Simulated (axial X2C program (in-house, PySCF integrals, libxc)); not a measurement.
# Potential curves of BeMo, without spin–orbit coupling

Computed with an in-house all-electron X2C program for linear molecules (integrals from PySCF). Spin-free means the one-electron spin-free X2C Hamiltonian. Basis: Mo dyall-cv3z [11s12p9d5f3g], Be dyall-cv3z [8s8p3d1f] (cores contracted in-house); Gaussian nuclei, density fitting, unrestricted open shells. Masses: Mo 97.905 u, Be 9.012 u.

State: M_S = 3, Λ = 0 (beyond evenly filled blocks: 2 × σα, π+α, π-α, δ+α, δ-α). Energies in kJ/mol from the fragments at the same level (Mo + Be). Fits are polynomials in 1 − R0/R over 0.85 to 1.23 times the lowest point R0.

```json
{"R (Å)": "2.1646", "PBE0": "-59.52", "CCSD(T)": ""}
{"R (Å)": "2.2641", "PBE0": "-74.83", "CCSD(T)": "-41.49"}
{"R (Å)": "2.3387", "PBE0": "-81.08", "CCSD(T)": "-48.43"}
{"R (Å)": "2.4134", "PBE0": "-83.97", "CCSD(T)": "-52.08"}
{"R (Å)": "2.4880", "PBE0": "-84.28", "CCSD(T)": "-53.25"}
{"R (Å)": "2.5751", "PBE0": "-82.27", "CCSD(T)": "-52.35"}
{"R (Å)": "2.6622", "PBE0": "-78.45", "CCSD(T)": "-49.77"}
{"R (Å)": "2.7741", "PBE0": "-71.86", "CCSD(T)": "-44.98"}
{"R (Å)": "2.9110", "PBE0": "-62.55", "CCSD(T)": ""}
{"R (Å)": "3.1100", "PBE0": "-48.77", "CCSD(T)": ""}
```

Correlated methods: 8 electrons correlated (number of frozen shells: Mo 4 s, 3 p, 1 d; Be 1 s), 272 virtual spin orbitals or spinors in MP2, 90 natural virtuals in coupled cluster.

Occupations by symmetry block were frozen at the best pattern of an incomplete PBE0 search. De is counted from the lowest determinant-based energies of the atoms at the same level, without counterpoise correction. Coupled cluster ran in a truncated set of natural virtual spinors; the MP2 energy of the rest was added. (T) has no such correction and the atoms are truncated less, which lowers De at CCSD(T) by a hundredth of an eV or more. Other states lie close and PBE0, whose exact exchange favours high spin, may order them wrongly; the determinant shown need not be the ground state. The nearest other spin-free determinant of the search, M_S = 2, Λ = 0, lies 0.61 eV up at the distance of the search. The determinant is spin-polarised beyond a pure state at some levels (its spin-free form has ⟨S²⟩ too high), which makes Re and μ there less reliable. With the outer-core shells frozen, correlated bond lengths of heavy atoms tend to come out a few hundredths of an ångström too long. Coupled cluster ran on the points near the minimum only. MP2 and coupled cluster on one determinant become unreliable at the stretched end.

Task: Fit the PBE0 curve near its minimum: give the equilibrium distance, the harmonic wavenumber and the well depth.

Result: At PBE0, spin-free: Re = 2.461 Å, ωe ≈ 361 cm⁻¹, De = 0.87 eV to Mo + Be; Be follows as 0.337 cm⁻¹.

Task: Fit the CCSD(T) curve near its minimum: give the equilibrium distance, the harmonic wavenumber and the well depth.

Result: At CCSD(T), spin-free: Re = 2.495 Å, ωe ≈ 329 cm⁻¹, De = 0.55 eV to Mo + Be; Be follows as 0.328 cm⁻¹.
